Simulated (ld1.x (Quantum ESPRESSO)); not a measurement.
**LDA (PZ) PAW dataset for hydrogen, non-relativistic all-electron reference.**

The input file (ld1.x (Quantum ESPRESSO) 7.5):

```
&input
   title='H', zed=1., rel=0, dft='PZ', iswitch=3,
   config='1s1',
   nld=1, rlderiv=1.70, eminld=-2.0, emaxld=5.0, deld=0.02
 /
 &inputp
   pseudotype=3, lpaw=.true., tm=.true., lloc=-1, rcloc=1.45,
   nlcc=.false.,
   which_augfun='BESSEL', rmatch_augfun=1.25,
   file_pseudopw='H.UPF', file_wfcaegen='ae.wfc', file_wfcncgen='nc.wfc', file_beta='beta', file_chi='chi', file_wfcusgen='us.wfc'
 /
2
1S  1  0   1.00   0.00  1.15  1.55  0.0
1S  1  0   0.00   4.05  1.15  1.55  0.0
 &test
   configts(1)='1s1'
 /
```

Command:

```bash
ld1.x < H.in > H.out
```

Output (shortened: banner, matrices, multipoles, cross overlaps and the repeated all-electron block are left out):

```
Program LD1 v.7.5
     --------------------------- All-electron run ----------------------------

     H

     atomic number is  1.00
     dft =PZ   lsd =0 sic =0 latt =0  beta=0.20 tr2=1.0E-14
     Exchange-correlation= PZ
                           (   1   1   0   0   0   0   0)
     mesh = 929 r(mesh) =  99.48432 a.u. xmin = -7.00 dx = 0.01250
     1 Ry =  13.60569312 eV

     n l     nl                  e(Ry)          e(Ha)          e(eV)
     1 0     1S 1( 1.00)        -0.4673        -0.2337        -6.3583

     final scf error:  5.8E-15 reached in  16 iterations

     Etot =      -0.891787 Ry,      -0.445894 Ha,     -12.133381 eV

     Ekin =       0.849662 Ry,       0.424831 Ha,      11.560243 eV
     Encl =      -1.841588 Ry,      -0.920794 Ha,     -25.056076 eV
     Eh   =       0.565562 Ry,       0.282781 Ha,       7.694865 eV
     Exc  =      -0.465424 Ry,      -0.232712 Ha,      -6.332414 eV

     normalization and overlap integrals

     s(1S/1S) =  1.000000  <r> =   1.6733  <r2> =    3.8158  r(max) =   1.0513

     ------------------------ End of All-electron run ------------------------

     --------------------- Generating PAW atomic setup --------------------

      Generating local potential from pseudized AE potential:
      Matching radius rcloc =   1.4500

      Local pseudo, rcloc= 1.455 Estimated cut-off energy=    10.89 Ry

      Computing core charge for PAW:
      Integrated core pseudo-charge :   0.00
      Wfc-us  1S rcutus= 1.568  Estimated cut-off energy=    18.76 Ry
      Wfc-us  1S rcutus= 1.568  Estimated cut-off energy=    46.78 Ry

     Required augmentation: BESSEL   radius:    1.250000
     Suggested rho cutoff for augmentation:  13.20 Ry

     Estimated PAW energy =   -0.891787 Ryd

     ------------------- End of pseudopotential generation -------------------

     Computing logarithmic derivative in   1.70109
     Computing logarithmic derivative in   1.70109
     Computing the partial wave expansion
     R is outside the sphere for l=    0 j= 0.00
     R is outside the sphere for l=    0 j= 0.00

     ---------------------- Testing the pseudopotential ----------------------

     H

     atomic number is  1.00   valence charge is  1.00
     dft = SLA  PZ   NOGX NOGC   lsd =0 sic =0 latt =0  beta=0.20 tr2=1.0E-14
     mesh = 929 r(mesh) =  99.48432 xmin = -7.00 dx = 0.01250

     n l     nl             e AE (Ry)        e PS (Ry)    De AE-PS (Ry)
     1 0     1S   1( 1.00)       -0.46732       -0.46732       -0.00000

     eps = 2.2E-18  iter =  3

     Etot =      -0.891787 Ry,      -0.445894 Ha,     -12.133381 eV
     Etotps =    -0.891787 Ry,      -0.445894 Ha,     -12.133382 eV

     Ekin =       0.849663 Ry,       0.424831 Ha,      11.560254 eV
     Encl =      -1.841589 Ry,      -0.920794 Ha,     -25.056090 eV
     Ehrt =       0.565562 Ry,       0.282781 Ha,       7.694867 eV
     Ecxc =      -0.465424 Ry,      -0.232712 Ha,      -6.332413 eV

     ---------------------- End of pseudopotential test ----------------------
```

Generation and configuration tests took about 2.1 s on one core of a shared server CPU.
